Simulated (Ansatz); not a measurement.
Total energies of `SP1BN1`.

```xyz
7

S     1.755    1.304   -0.296
P     0.490   -0.163   -1.200
B    -0.434   -0.953    0.259
N    -1.090    0.002   -0.439
H     1.715    0.878    0.978
H    -0.534   -1.663    1.201
H    -1.901    0.595   -0.503
```

The species carries charge 0 and has multiplicity 1. Geometry: relaxed with PBE0-D4/def2-TZVP. It is one conformer, not always the lowest. Basis def2-TZVPP, Ansatz.

RPA on PBE orbitals: Hartree–Fock energy of these orbitals -819.16396 Eh, correlation -1.04584 Eh (frozen core).

| functional | energy without D4 (Eh) | D4 term (kJ/mol) |
| --- | --- | --- |
| LDA (SPW92) | -817.66339 | – |
| PBE | -820.59124 | -17.4 |
| revPBE | -820.86555 | -50.9 |
| BLYP | -820.99157 | -38.6 |
| r2SCAN | -820.92234 | -3.9 |
| B97M-V | -820.83633 | – |
| PBE0 | -820.65615 | -14.6 |
| B3LYP | -821.06223 | -28.5 |
| r2SCANh | -820.91377 | -4.2 |
| r2SCAN0 | -820.90191 | -4.7 |
| HSE06 (plane-wave form) | -820.63751 | -13.6 |
| BHLYP | -820.96808 | -22.8 |
| CAM-B3LYP | -820.99446 | -14.9 |
| LC-ωPBE | -820.73981 | – |
| ωB97X-V | -820.88128 | – |
| ωB97M-V | -820.94964 | – |
| B2PLYP | -820.70204 | – |
| PBE-QIDH | -820.46712 | – |

B3LYP takes the VWN-RPA correlation (the form of Gaussian; ORCA's B3LYP/G). HSE06 is the plane-wave form, built on full-range PBE exchange. The double hybrids freeze the cores in their second-order part.

LC-ωPBE has ω = 0.4 bohr⁻¹.
